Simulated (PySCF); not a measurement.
## Two-component Hartree-Fock for Nd²⁹⁺ (neodymium, charge +29)

Start: [Ar] 3d10 4s2 4p1; 4p1/2 filled at m_j = +1/2. Calculated with PySCF 2.14 in an even-tempered Gaussian basis (17 s from 2.6 bohr⁻², ratio 2.8; 13 p from 3.4 bohr⁻², ratio 2.8; 8 d from 6 bohr⁻², ratio 2.8; 4 f from 15 bohr⁻², ratio 3): generalised Hartree-Fock with the X2C-1e Hamiltonian and a Gaussian nucleus; one run each with spin-orbit coupling (SO) switched off, then screened by Boettger's factors.

```csv
spinor shell,electrons,"ε, spin-free (eV)","ε, screened SO (eV)",weight of nominal j (screened SO),"rms radius, screened SO (bohr)"
1s1/2,2,-44826.9,-44819.2,1.000,0.0269
2s1/2,2,-8216.1,-8213.1,1.000,0.109
2p1/2,2,-7449.5,-7815.3,1.000,0.0936
2p3/2,4,-7449.5,-7288.4,1.000,0.0996
3s1/2,2,-2573.5,-2572.1,1.000,0.280
3p1/2,2,-2324.2,-2401.8,1.000,0.271
3p3/2,4,-2324.2,-2288.7,1.000,0.283
3d3/2,4,-1988.7,-2002.2,1.000,0.253
3d5/2,6,-1988.7,-1977.8,1.000,0.256
4s1/2,2,-1146.2,-1145.7,0.999,0.601
4p1/2,1,-1066.9,-1089.1,1.000,0.598
```

| quantity | spin-free | screened SO |
| --- | --- | --- |
| E (hartree) | -9184.53290 | -9189.99971 |
| M_J | 1/2 | 1/2 |
| ⟨J²⟩ | 1.094 | 0.752 |
| ⟨L²⟩ | 2.007 | 2.028 |
| ⟨S²⟩ | 0.752 | 0.773 |

Each row is a mean over spinors that exchange with the open shell spreads, by up to 4.832 eV (3p1/2).

Breit and QED terms are absent; they matter most for the inner s and p1/2 levels.

Densities and radii are taken from the X2C orbitals without a picture-change correction, which distorts them close to the nucleus.

Without spin-orbit coupling the j labels of p, d and f shells carry no meaning; the spin-free column gives the mean over the occupied spinors of each nl shell, and its ⟨J²⟩ belongs to a mixture of degenerate components.
